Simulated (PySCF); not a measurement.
Bond stretch in SMILES N=C (CH₃N). The C1–N4 bond (C1 also carries H, H; N4 carries H) is varied alone, starting from the PBE0/def2-TZVP optimised geometry.

UKS-M06-2X = PySCF 2.14.0 with unrestricted M06-2X/cc-pVDZ; UKS-BLYP = unrestricted BLYP/cc-pVDZ run with PySCF 2.14.0; UCCSD(T) = CCSD(T) on UHF/cc-pVDZ, 2 core orbitals frozen in PySCF.

Energies relative to the lowest point of each curve near equilibrium, in eV:

| R / Å | UKS-M06-2X | UKS-BLYP |
|---|---|---|
| 1.23 | 0.053 | 0.095 |
| 1.30 | 0.040 | 0.000 |
| 1.48 | 1.186 | 0.875 |
| 1.58 | 2.153 | 1.665 |
| 1.69 | 3.218 | 2.592 |
| 1.89 | 4.706 | 4.103 |
| 2.26 | 6.348 | 5.940 |
| 2.55 | 6.770 | 6.675 |
| 2.74 | 6.887 | 6.926 |
| 3.08 | 7.008 | 7.151 |
| 3.75 | 7.130 | 7.283 |
| 4.40 | 7.170 | 7.309 |

**Question.** What does UCCSD(T) give at the same points?

**Answer.** 1.23: 0.109; 1.30: 0.000; 1.48: 0.922; 1.58: 1.752; 1.69: 2.715; 1.89: 4.272; 2.26: 5.994; 2.55: 6.473; 2.74: 6.579; 3.08: 6.646; 3.75: 6.680; 4.40: 6.690 (eV).

The unrestricted solution behind UKS-M06-2X changes between 1.69 and 1.89 Å, which can leave a kink. The unrestricted determinant behind UKS-M06-2X is spin-contaminated at 1.69 to 4.40 Å (<S²> up to 2.0, against 0.00 for a pure singlet). The unrestricted solution behind UKS-BLYP changes between 2.26 and 2.55 Å, which can leave a kink. The unrestricted determinant behind UKS-BLYP is spin-contaminated at 1.89 to 4.40 Å (<S²> up to 2.0, against 0.00 for a pure singlet). The unrestricted determinant behind UCCSD(T) is spin-contaminated at 1.30 to 4.40 Å (<S²> up to 2.0, against 0.00 for a pure singlet).
